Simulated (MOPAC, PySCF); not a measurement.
H₂FGaO₂, SMILES `[OH][Ga]([OH])[F]` (H–O–Ga–F torsion 0°, F–Ga–O–H torsion -180°), neutral singlet in the gas phase. 

Cartesian coordinates (Å):
```xyz
6

O     -1.3247    -0.7344     0.0617
Ga     0.0855     0.3493     0.0017
O      1.7552    -0.2352    -0.1033
F     -0.1679     2.0831     0.0477
H     -2.1649    -0.2662     0.1167
H      1.8168    -1.1965    -0.1245
```
Charge 0, multiplicity 1.

All levels are single points at this geometry (B3LYP-D3(BJ)/def2-TZVP); Pople sets use spherical d functions. Orbital energies aren't observables, and empty levels follow the basis.

AM1 in MOPAC gives dipole (D) = 1.85.

Task: Estimate the dipole (D) from each of these levels: PBE-D3(BJ)/def2-TZVP in PySCF; TPSSh-D3(BJ)/def2-TZVP in PySCF; B3LYP/3-21G in PySCF; B3LYP/6-311+G** (LANL2DZ on Ga) in PySCF; B3LYP/6-31G* in PySCF; B3LYP/LANL2DZ in PySCF; M06-2X/6-31G* in PySCF; SVWN5/6-31G* in PySCF; HF/3-21G in PySCF; HF/6-31G* in PySCF; PM3 in MOPAC; PM7 in MOPAC.

Result: 
| level | dipole (D) |
|---|---|
| PBE-D3(BJ)/def2-TZVP in PySCF | 1.93 |
| TPSSh-D3(BJ)/def2-TZVP in PySCF | 1.95 |
| B3LYP/3-21G in PySCF | 2.14 |
| B3LYP/6-311+G** (LANL2DZ on Ga) in PySCF | 2.16 |
| B3LYP/6-31G* in PySCF | 1.98 |
| B3LYP/LANL2DZ in PySCF | 2.38 |
| M06-2X/6-31G* in PySCF | 2.02 |
| SVWN5/6-31G* in PySCF | 2.02 |
| HF/3-21G in PySCF | 2.30 |
| HF/6-31G* in PySCF | 2.08 |
| PM3 in MOPAC | 1.55 |
| PM7 in MOPAC | 1.90 |
